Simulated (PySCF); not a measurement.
C₆ coefficients of unlike pairs at PBE

Calculated with PySCF 2.14 from the dipole response of each species, C₆(A,B) = (3/π) ∫ α_A(iu) α_B(iu) du, in atomic units, from isotropic polarisabilities. For ions this is the dispersion term alone; charge-induced terms of lower order in 1/R come first.

```csv
species,configuration,basis,relativity,α (bohr³),C₆ (like pair)
Tl,[Xe] 4f14 5d10 6s2 6p1 (2P),aug-cc-pVDZ-PP with ECP60MDF (5s4p3d),core potential,82.64,810.6
Fe,[Ar] 3d6 4s2 (5D),"x2c-QZVPPall with one added diffuse shell each of s, p, d, f, g type (12s8p6d5f3g)",spin-free X2C,61.07,545.1
O⁺,[He] 2s2 2p3 (4S),dyall-av3z (15s9p3d2f),spin-free X2C,2.675,5.277
Cu⁺,[Ar] 3d10 (1S),aug-cc-pVTZ-DK (8s7p5d3f2g),spin-free X2C,7.280,22.42
```

(1) Estimate C₆ for O⁺ with Fe.

No spin-orbit coupling is included.

The other pairs:

| pair | C₆ |
| --- | --- |
| Cu⁺, Fe | 96.16 |
| Cu⁺, O⁺ | 10.72 |
| Cu⁺, Tl | 113.8 |
| Fe, Tl | 662.8 |
| O⁺, Tl | 49.76 |

Results:

(1) The integral gives 42.34. The combination rule 2 C_A C_B / (C_A α_B/α_A + C_B α_A/α_B) gives 39.85 and the geometric mean 53.63.
